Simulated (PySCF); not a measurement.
# Polarisability and C₆ of Ar⁺ (argon, charge +1)

[Ne] 3s2 3p5, 2P determinant. Calculation: PySCF 2.14, in dyall-av2z (13s9p2d, 50 functions); no relativity, point nucleus. Coupled (time-dependent) response in atomic units; α is the mean over directions. A double-zeta set is small for polarisabilities.

| method | mean α (bohr³) | α xx, yy, zz | C₆ (like pair) | S(−4) |
| --- | --- | --- | --- | --- |
| UHF | 6.485 | 6.383, 6.535, 6.535 | 29.91 | 7.857 |
| PBE | 6.680 | 6.504, 6.768, 6.768 | 30.95 | 8.739 |
| PBE0 | 6.595 | 6.446, 6.669, 6.669 | 30.47 | 8.363 |
| r2SCANh | 6.599 | 6.472, 6.663, 6.663 | 31.22 | 7.968 |
| TPSS | 6.631 | 6.472, 6.710, 6.710 | 30.91 | 8.427 |

S(−4) is the Cauchy moment in α(ω) = α(0) + S(−4) ω² + …

α(iu) at PBE:

```tsv
u (hartree)	α(iu) (bohr³)
0	6.680
0.0500	6.658
0.100	6.594
0.200	6.352
0.300	5.993
0.500	5.103
0.750	3.995
1.00	3.086
1.50	1.892
2.00	1.238
3.00	0.6323
5.00	0.2540
```

A single London oscillator, α(iu) = α/(1 + u²/ω²), gives C₆ = (3/4) ω α². Matching the computed C₆ needs ω = 4 × 30.95 / (3 × 6.680²) = 0.925 hartree.

For an ion, C₆ is the dispersion term alone; charge-induced terms of lower order in 1/R come first.

The components differ because the open shell of this determinant is not spherical; for a pure term their mean is the scalar polarisability.
